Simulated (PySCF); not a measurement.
Computed shifts of a molecule C4H4F2O2, PBE0/pcSseg-1 in PySCF, GIAO, gas phase, equivalent atoms averaged, in ppm (number of nuclei): ¹⁹F: -116.7 (1), -132.2 (1). ¹³C: 159.6 (1), 121.9 (1), 103.7 (1), 69.1 (1). ¹H: 5.80 (1), 5.24 (1), 4.93 (1), 4.64 (1). References: ¹⁹F against CFCl3 (σ = 167.2 ppm); ¹³C against TMS (σ = 186.3 ppm); ¹⁷O against H2O (σ = 334.2 ppm); ¹H against TMS (σ = 31.56 ppm), references at their B3LYP-D3(BJ)/def2-TZVP geometries, non-relativistic. Geometry: B3LYP-D3(BJ)/def2-SVP. Other conformers were not sampled.

### Question
Which structure fits?
A. FC(F)=C1COCO1
B. CO[C@@H]1OC(F)=C1F
C. O=CCC(=O)C(F)F
D. C=C1OCOC1(F)F

### Answer
A, FC(F)=C1COCO1
